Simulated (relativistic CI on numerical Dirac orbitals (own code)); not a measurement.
# Au18+: q coefficients and field-shift factors

These numbers are calculated, not measured: Dirac-Coulomb-Breit CI, KLI orbitals optimised for each configuration, derivatives by finite differences, unscaled Slater integrals, QED left out (own radial code, finite nucleus).

Configuration list (outside the closed core [Kr] 4d10): 4f13 5s2, 4f14 5s, 4f13 5s 5p, 4f14 5p, 4f12 5s2 5p, 4f13 5s 5d, 4f12 5s 5p2, 4f13 5p2, 4f12 5p3. Double excitations out of closed p, d and f shells are left out; levels of such configurations are missing from the list, as are those of other unlisted configurations, and high levels can miss mixing partners.

With x = (α/α₀)² − 1 an excitation energy changes as ω = ω₀ + qx; K = 2q/ω₀ is the relative enhancement. Terms are leading LS components, so labels can repeat. The field-shift factor is F = δν/δ⟨r²⟩ for the transition from the lowest level.

Lowest level 4f14 5s 2S_1/2.

```csv
Level,ω₀ (cm⁻¹),q (cm⁻¹),K,F (GHz/fm²)
4f13 5s2 2F°_7/2,88499,-442000,-9.99,740
4f13 5s2 2F°_5/2,118876,-414300,-6.97,742
4f14 5p 2P°_1/2,343795,58190,0.338,-660
4f13 5s 5p 4D_7/2,387921,-388700,-2,84.2
4f13 5s 5p 2G_7/2,411754,-373500,-1.81,78.8
4f13 5s 5p 4G_9/2,415054,-378200,-1.82,81.1
4f13 5s 5p 4G_5/2,415488,-370700,-1.78,83.5
4f13 5s 5p 2F_5/2,423504,-367800,-1.74,81.4
4f13 5s 5p 2D_5/2,446744,-345600,-1.55,79.7
4f13 5s 5p 2G_7/2,448114,-350400,-1.56,79.8
4f13 5s 5p 4F_3/2,451938,-348800,-1.54,82.8
4f12 5s2 5p 4G°_11/2,523146,-845400,-3.23,847
4f12 5s2 5p 2I°_13/2,528875,-845800,-3.2,847
```

At this charge transitions that keep the count of f electrons are usually good to a few per cent. Levels that differ in their count of f electrons can be misplaced by several ten thousand cm⁻¹, since the correlation energy of f electrons is missing or only estimated; rates across such gaps can be off by orders of magnitude. The computed lowest level isn't the tabulated ground level, which NIST ASD gives as 4f13 5s2 2F°7/2; for such ions that label comes from theory and may be the wrong one.
